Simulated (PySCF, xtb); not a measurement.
2-bromobut-1-en-3-yne (C₄H₃Br), SMILES C#CC(=C)Br.

xtb with GFN2-xTB at its own geometry gives an orbital gap of 3.69 eV and a dipole moment of 3.00 D.

Geometry: B3LYP-D3(BJ)/def2-SVP.

Question: What does M06-2X/def2-TZVP (PySCF) give? (Estimate from the structure and the level; the computed values follow.)

Answer: gap 7.85 eV (levels -8.43 and -0.59 eV), dipole 1.49 D.
